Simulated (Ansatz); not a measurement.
The first iterations of a band of ClFH4W + H2 (9 atoms, charge 0, multiplicity 1).

Level of theory: RHF/def2-SVP (Ansatz).

```yaml
movable_images: 5
climbing_image: yes
spring: 5.0 eV/Å²
optimiser: quadratic models (default)
start_path: straight line
force_threshold: 0.05 eV/Å
iteration_limit: 60
end_points: relaxed
```

Image 0:

```xyz
9
Properties=species:S:1:pos:R:3
W -0.032 -0.202 -0.082
F 0.018 -0.534 1.758
H 1.334 -0.009 -1.004
H 0.511 1.373 -0.300
Cl -2.217 -0.126 -0.833
H 1.063 -1.432 -0.047
H 0.061 -1.219 -1.383
H -2.208 2.268 2.061
H -1.701 2.077 2.576
```

Image 6:

```xyz
9
Properties=species:S:1:pos:R:3
W -0.741 -0.104 0.006
F 0.615 0.614 2.077
H 0.844 -0.006 -0.480
H -0.180 1.440 -0.284
Cl -2.514 -1.283 -0.891
H 0.236 -1.322 0.649
H -0.476 0.301 -1.566
H -1.503 1.054 0.987
H 0.550 1.503 2.248
```

| iteration | highest image above the first end (eV) | largest band force component (eV/Å) |
| --- | --- | --- |
| 1 | 7.145 | 12.036 |
| 2 | 4.515 | 3.924 |
| 3 | 3.320 | 4.796 |
| 4 | 2.800 | 3.459 |
| 5 | 2.430 | 1.855 |
| 6 | 2.212 | 2.889 |
| 7 | 2.154 | 0.752 |
| 8 | 2.213 | 1.046 |
| 9 | 2.004 | 0.719 |
| 10 | 1.874 | 2.493 |

Question: Does the band converge within its limit, and where does its top end?

Answer: The run converged. It ended after 31 iterations with the highest image 1.838 eV above the first end. The profile has 2 maxima (images 2, 4) with wells between them (image 3): this band takes more than one step, which may be the mechanism or a detour left from its start path. Neighbouring images differ by up to 1.6 eV, so the band resolves the path poorly. Another band between the same ends (5 images) ends at a top of the same energy, where a vibrational analysis finds 1 clearly imaginary mode. The orbitals stay closed-shell, which can raise the energy where a bond breaks towards radicals; this wasn't checked here.

The run took 8.2 min on 1 thread of Arm Neoverse N1, with other jobs on the host, peak memory 0.18 GiB.
